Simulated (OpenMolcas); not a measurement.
## As: effect of the basis set

```
Program             : OpenMolcas 26.06
Method              : RASSCF
Active space        : 5 electrons in 9 orbitals (RAS2 4s 4p; RAS3 4d, at most 2 electrons)
State averaging     : 2S+1 = 4 odd, 1 root; 2S+1 = 2 odd, 8 roots; 2S+1 = 4 even, 3 roots; 2S+1 = 2 even, 5 roots (0 in the spin-orbit step)
Spin-orbit coupling : state interaction with AMFI integrals over the reference wave functions, term energies averaged over their components
```

A. ANO-RCC-VTZP [6s5p3d1f], DKH2, point nucleus; cost of the order of 23 core-seconds
B. ANO-RCC-VQZP [7s6p4d2f1g], DKH2, point nucleus; cost roughly 17 core-seconds
C. ANO-R2 [6s5p4d3f1g], X2C, finite nucleus; cost of the order of 19 core-seconds

Energies in cm⁻¹ above 4s² 4p³ ⁴S°_3/2, the measured ground level; measured values from NIST Handbook of Basic Atomic Spectroscopic Data.

```
          Level      A      B      C  Measured
4s² 4p³ ⁴S°_3/2    0.0    0.0    0.0       0.0
4s² 4p³ ²D°_3/2  13900  13895  13915     10593
4s² 4p³ ²D°_5/2  14115  14113  14136     10915
4s² 4p³ ²P°_1/2  22033  22013  22081     18186
4s² 4p³ ²P°_3/2  22289  22272  22342     18648
```

Deviations, from unrounded energies. A percentage is the sum of absolute deviations over the sum of measured energies, with the sign that they share, or ± where signs differ.

```json
{"Against measurement": "mean absolute deviation (cm-1)", "Levels": "4", "A": "3500", "B": "3500", "C": "3500"}
{"Against measurement": "other terms of the ground configuration (%)", "Levels": "4", "A": "+24.0", "B": "+23.9", "C": "+24.2"}
```

A, B, C lie about equally close to measurement. The largest miss of B in the table is 4s² 4p³ ²P°_1/2, by +3800 cm-1. The ranking rests on the paired levels alone, and a cruder setting can come out closer through cancelling errors.

Among A to C the level of the table that moves most is 4s² 4p³ ²P°_3/2, by 69 cm-1 (lowest in B, highest in C).

Some high roots are left out of the spin-orbit mixing, which shifts the levels that they would mix with. Without dynamic correlation excited terms often stand tens of per cent too high (terms of higher spin than the ground term too low), and those without a measured partner can miss by more than the paired ones. Active for correlation alone: 4d; no level in the range computed is led by a configuration that fills it, so any true level of that kind is missing. Computed and measured levels are paired by configuration, term and J; levels that our copy of the source lacks, or whose pairing is in doubt (as where it misses far off the trend of its configuration), stay unpaired and out of the deviations. Only configurations of the active space appear. The table leaves out levels that lie high or whose names do not pair safely across all columns.

° marks odd parity.
